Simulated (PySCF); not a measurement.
**Computed properties of Ga(H)(Me)(OMe) (C₂H₇GaO), SMILES C[O][GaH][CH3]**

Ga(H)(Me)(OMe) (C2H7GaO), SMILES C[O][GaH][CH3]. The structure is a stationary point at r2SCAN-D4/def2-SVP. The structure was generated by enumeration; whether it is a known compound was not checked. One conformer was computed; it need not be the lowest. All values are computed for the isolated molecule unless a solvent is named; none is compared with measurement here.

**Structure.** The optimised structure has Cs symmetry. All 27 harmonic modes at r2SCAN-D4/def2-SVP (PySCF) are real, so it is a minimum. With heavy atoms numbered as in [GaH:1]([CH3:3])[O:7][CH3:8], the shortest bond between them is O7–C8 at 1.402 Å and the longest Ga1–C3 at 1.948 Å.

**Vibrations.** The strongest infrared lines (harmonic, unscaled, degenerate partners summed) lie at 1133 cm⁻¹ (198 km/mol, O 45 %, C 40 %, H 15 %), 1963 cm⁻¹ (181 km/mol, H 99 %), 2959 cm⁻¹ (119 km/mol, H 97 %). The softest mode is at 42 cm⁻¹ and the zero-point energy is 52.5 kcal/mol.

**Electronic structure.** PBE0/def2-TZVP (PySCF) places the frontier levels at -7.62 and -0.74 eV, a gap of 6.88 eV, and gives a dipole moment of 1.04 D and a mean polarisability of 57.5 bohr³. PBE/def2-TZVP (PySCF) at the same geometry gives -6.18 and -1.52 eV, so its gap is 2.22 eV narrower. An orbital gap is neither the optical nor the fundamental gap.

**Excitations.** TDDFT-ωB97X/def2-SVPD (PySCF) has S1 at 5.92 eV (210 nm, f = 0.006, weak); the most intense of the 10 singlets computed lies at 8.09 eV (f = 0.24). T1 (TDA) is at 5.68 eV. TDDFT-PBE/def2-SVPD (PySCF) puts S1 at 4.90 eV. No vertical singlet excitation falls in the visible range (under 3.1 eV).

**NMR.** GIAO shifts at KT2/pcSseg-1 (PySCF) (non-relativistic, atoms alike by connectivity averaged): ¹³C from -2.0 to 63.9 ppm against TMS; ¹H from 0.5 to 6.1 ppm against TMS.
